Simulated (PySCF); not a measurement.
SMILES OB([SiH2][SiH2]F)O, PBE0/def2-SVP optimised geometry.

```
12

Si    -1.12    -1.55    -2.29
F     -1.98    -2.94    -2.35
Si    -0.75    -0.91    -0.06
B      0.34     0.82     0.00
O     -0.25     2.04     0.00
O      1.70     0.82     0.00
H      0.18    -1.79    -3.00
H     -1.88    -0.51    -3.03
H     -0.03    -2.04     0.61
H     -2.09    -0.75     0.58
H     -1.21     2.01     0.02
H      2.09    -0.05     0.02
```

Density from PySCF with PBE0/def2-TZVP at that geometry.

Minimum of the electron density along straight lines between bonded atoms, close to the bond critical point (lines longer than 1.1 times the sum of covalent radii, or with two minima, are not listed):

| bond | length / Å | ρ at the minimum / e bohr⁻³ | ∇²ρ there / e bohr⁻⁵ | position (fraction from the first atom) |
|---|---|---|---|---|
| Si1–F2 | 1.632 | 0.128 | ? | 0.42 |
| Si1–Si3 | 2.346 | ? | -0.17 | 0.61 |
| Si3–B4 | 2.052 | ? | -0.07 | 0.39 |
| B4–O5 | 1.356 | 0.213 | 0.94 | 0.33 |
| B4–O6 | 1.357 | 0.213 | 0.94 | 0.33 |
| Si1–H7 | 1.494 | 0.121 | 0.14 | 0.49 |
| Si1–H8 | 1.494 | 0.121 | 0.14 | 0.49 |
| Si3–H9 | 1.500 | 0.115 | 0.16 | 0.49 |
| Si3–H10 | 1.500 | 0.115 | 0.16 | 0.49 |
| O5–H11 | 0.960 | 0.361 | -2.50 | 0.81 |
| O6–H12 | 0.960 | 0.361 | -2.50 | 0.81 |

Question: What belongs in the gaps?

Answer: 
- Si1–F2, ∇²ρ there / e bohr⁻⁵: 0.88
- Si1–Si3, ρ at the minimum / e bohr⁻³: 0.094
- Si3–B4, ρ at the minimum / e bohr⁻³: 0.107
